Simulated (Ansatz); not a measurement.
`C[Si](C)(C)C#CC#Cc1ccc(C#Cc2ccc(C#Cc3ccc(C#Cc4ccc(C#Cc5ccc(C#Cc6ccc(C#C[Si](C)(C)C)cc6)cc5)cc4)cc3)cc2)cc1`, relaxed as a singlet with RKS PBE-D4/def2-SVP in Ansatz, starting from the GFN2-xTB geometry. Force threshold 0.03 eV/Å.

Single mean-field runs in def2-SVP are fitted with def2-universal-jkfit.

Start:

Cartesian coordinates in Å:
```
C -14.029 -20.402 3.734
Si -12.219 -20.999 3.786
C -11.861 -22.201 2.350
C -11.823 -21.810 5.465
C -11.120 -19.520 3.587
C -10.407 -18.545 3.454
C -9.623 -17.454 3.303
C -8.927 -16.470 3.162
C -8.132 -15.322 3.000
C -7.544 -15.041 1.762
C -6.780 -13.907 1.598
C -6.581 -13.031 2.670
C -5.813 -11.861 2.497
C -5.168 -10.850 2.346
C -4.430 -9.662 2.162
C -3.280 -9.416 2.915
C -2.568 -8.250 2.736
C -2.995 -7.303 1.802
C -2.279 -6.100 1.619
C -1.683 -5.063 1.451
C -1.004 -3.842 1.246
C -1.256 -2.748 2.077
C -0.612 -1.549 1.859
C 0.294 -1.416 0.804
C 0.932 -0.182 0.562
C 1.464 0.880 0.340
C 2.065 2.126 0.067
C 2.087 2.619 -1.241
C 2.656 3.844 -1.513
C 3.222 4.600 -0.483
C 3.794 5.859 -0.767
C 4.272 6.937 -1.025
C 4.818 8.201 -1.335
C 4.035 9.351 -1.204
C 4.559 10.586 -1.518
C 5.877 10.698 -1.971
C 6.406 11.962 -2.303
C 6.851 13.047 -2.594
C 7.365 14.313 -2.938
C 8.487 14.418 -3.767
C 8.982 15.655 -4.112
C 8.371 16.819 -3.636
C 8.876 18.090 -3.996
C 9.303 19.180 -4.304
Si 9.954 20.853 -4.784
C 11.354 21.338 -3.584
C 8.530 22.117 -4.681
C 10.624 20.761 -6.567
C 7.253 16.714 -2.803
C 6.755 15.477 -2.460
C 6.659 9.547 -2.098
C 6.137 8.312 -1.783
C 3.208 4.105 0.823
C 2.634 2.883 1.095
C 0.553 -2.515 -0.020
C -0.087 -3.715 0.199
C -4.143 -7.550 1.046
C -4.852 -8.718 1.222
C -7.159 -13.317 3.910
C -7.929 -14.447 4.072
H -14.232 -19.696 4.534
H -14.724 -21.229 3.842
H -14.252 -19.905 2.794
H -12.049 -21.731 1.389
H -12.484 -23.089 2.409
H -10.825 -22.525 2.359
H -11.992 -21.118 6.285
H -10.786 -22.128 5.513
H -12.443 -22.685 5.642
H -7.701 -15.719 0.936
H -6.328 -13.685 0.643
H -2.953 -10.149 3.638
H -1.678 -8.058 3.316
H -1.965 -2.849 2.887
H -0.811 -0.700 2.496
H 1.646 2.034 -2.034
H 2.669 4.230 -2.522
H 3.016 9.260 -0.857
H 3.955 11.476 -1.420
H 8.957 13.517 -4.135
H 9.847 15.737 -4.755
H 12.169 20.621 -3.619
H 11.000 21.381 -2.558
H 11.764 22.313 -3.832
H 8.866 23.112 -4.961
H 8.128 22.178 -3.675
H 7.714 21.848 -5.345
H 9.846 20.470 -7.266
H 11.014 21.722 -6.890
H 11.428 20.036 -6.650
H 6.783 17.614 -2.433
H 5.891 15.394 -1.816
H 7.678 9.637 -2.446
H 6.741 7.422 -1.880
H 3.651 4.691 1.616
H 2.620 2.498 2.104
H 1.259 -2.413 -0.831
H 0.111 -4.566 -0.437
H -4.470 -6.816 0.325
H -5.742 -8.909 0.641
H -7.004 -12.637 4.735
H -8.384 -14.668 5.027
```

Q: Estimate the energy that the relaxation releases and the steps that it takes.

A: 29.1 kcal/mol, in 30 steps; 1.9 min on 11 threads of AMD EPYC 7R13 on a shared host and a whole NVIDIA H100 80GB HBM3. The force fell under the threshold at step 16, but the optimiser went on and released 0.019 eV more. No frequencies were taken in this run, so the end may be a saddle point.

Q: Does the start keep its bonding and symmetry?

A: By distances, no bond broke or formed. The bond that changes most is C5–C6, from 1.22 to 1.24 Å (atoms count from 1).

Q: Predict the relaxed structure.

A: 
Cartesian coordinates in Å:
```
C -14.142 -20.797 3.825
Si -12.332 -21.342 3.871
C -11.959 -22.531 2.450
C -11.918 -22.138 5.535
C -11.271 -19.841 3.665
C -10.564 -18.828 3.524
C -9.793 -17.719 3.369
C -9.093 -16.705 3.225
C -8.302 -15.542 3.058
C -7.839 -15.157 1.768
C -7.069 -14.009 1.602
C -6.728 -13.193 2.716
C -5.956 -12.015 2.542
C -5.293 -10.986 2.386
C -4.545 -9.795 2.199
C -4.295 -8.912 3.286
C -3.577 -7.734 3.098
C -3.074 -7.386 1.814
C -2.358 -6.177 1.616
C -1.749 -5.119 1.434
C -1.066 -3.895 1.214
C -0.978 -2.913 2.239
C -0.328 -1.703 2.013
C 0.268 -1.420 0.754
C 0.913 -0.179 0.515
C 1.460 0.906 0.296
C 2.074 2.158 0.032
C 2.780 2.379 -1.182
C 3.365 3.613 -1.451
C 3.269 4.685 -0.522
C 3.848 5.948 -0.808
C 4.340 7.049 -1.068
C 4.895 8.318 -1.377
C 4.665 9.440 -0.535
C 5.195 10.689 -0.849
C 5.983 10.872 -2.018
C 6.514 12.147 -2.346
C 6.970 13.256 -2.638
C 7.489 14.532 -2.982
C 8.309 14.697 -4.131
C 8.812 15.951 -4.472
C 8.517 17.093 -3.681
C 9.027 18.374 -4.034
C 9.468 19.487 -4.344
Si 10.125 21.151 -4.813
C 11.505 21.613 -3.606
C 8.711 22.402 -4.707
C 10.794 21.052 -6.578
C 7.699 16.928 -2.530
C 7.196 15.675 -2.188
C 6.219 9.748 -2.857
C 5.687 8.501 -2.544
C 2.569 4.461 0.696
C 1.987 3.225 0.967
C 0.191 -2.406 -0.267
C -0.463 -3.615 -0.043
C -3.315 -8.274 0.730
C -4.035 -9.450 0.917
C -7.187 -13.580 4.005
C -7.956 -14.729 4.173
H -14.361 -20.078 4.641
H -14.813 -21.672 3.946
H -14.385 -20.306 2.861
H -12.176 -22.061 1.470
H -12.581 -23.447 2.539
H -10.893 -22.836 2.456
H -12.111 -21.435 6.370
H -10.852 -22.438 5.578
H -12.539 -23.044 5.695
H -8.099 -15.780 0.900
H -6.719 -13.720 0.600
H -4.682 -9.170 4.283
H -3.394 -7.057 3.944
H -1.438 -3.120 3.216
H -0.272 -0.949 2.811
H 2.856 1.560 -1.911
H 3.907 3.774 -2.395
H 4.055 9.311 0.371
H 5.007 11.551 -0.192
H 8.543 13.820 -4.752
H 9.446 16.068 -5.365
H 12.330 20.872 -3.643
H 11.127 21.650 -2.564
H 11.924 22.609 -3.857
H 9.068 23.417 -4.982
H 8.297 22.448 -3.680
H 7.886 22.129 -5.396
H 9.995 20.761 -7.290
H 11.199 22.035 -6.897
H 11.608 20.304 -6.652
H 7.465 17.806 -1.910
H 6.563 15.559 -1.295
H 6.829 9.878 -3.763
H 5.873 7.639 -3.202
H 2.490 5.281 1.423
H 1.445 3.065 1.910
H 0.651 -2.199 -1.244
H -0.522 -4.368 -0.842
H -2.928 -8.016 -0.267
H -4.221 -10.126 0.070
H -6.928 -12.957 4.874
H -8.307 -15.018 5.174
```
Bond lengths: 57 × C–C 1.23 to 1.42 Å; 8 × C–Si 1.85 to 1.89 Å; 42 × C–H 1.10 to 1.11 Å.
